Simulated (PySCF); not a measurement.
SMILES F[SiH2]O[SiH2]O[SiH2]Cl, PBE0/def2-SVP optimised geometry.

```
13

Si     1.84     1.52    -1.29
F      3.33     1.66    -0.67
O      0.83     0.92    -0.14
Si     0.25    -0.37     0.71
O     -1.16    -0.88     0.00
Si    -2.80    -0.88     0.00
Cl    -3.50    -1.81     1.71
H      1.38     2.88    -1.67
H      1.93     0.59    -2.45
H      1.22    -1.49     0.66
H     -0.02     0.09     2.10
H     -3.27    -1.66    -1.17
H     -3.33     0.51     0.00
```

Density from PBE0/def2-TZVP run with PySCF at that geometry.

Minimum of the electron density along straight lines between bonded atoms, close to the bond critical point (lines longer than 1.1 times the sum of covalent radii, or with two minima, are not listed):

| bond | length / Å | ρ at the minimum / e bohr⁻³ | ∇²ρ there / e bohr⁻⁵ | position (fraction from the first atom) |
|---|---|---|---|---|
| Si1–F2 | 1.618 | 0.133 | 0.91 | 0.42 |
| Si1–O3 | 1.642 | 0.135 | 0.85 | 0.41 |
| O3–Si4 | 1.653 | 0.131 | 0.80 | 0.59 |
| Si4–O5 | 1.655 | 0.130 | 0.79 | 0.41 |
| O5–Si6 | 1.646 | 0.134 | 0.83 | 0.59 |
| Si6–Cl7 | 2.064 | 0.098 | 0.22 | 0.36 |
| Si1–H8 | 1.482 | 0.127 | 0.13 | 0.49 |
| Si1–H9 | 1.486 | 0.126 | 0.13 | 0.49 |
| Si4–H10 | 1.485 | 0.126 | 0.13 | 0.49 |
| Si4–H11 | 1.485 | 0.126 | 0.13 | 0.49 |
| Si6–H12 | 1.482 | 0.127 | 0.14 | 0.49 |
| Si6–H13 | 1.486 | 0.125 | 0.13 | 0.49 |
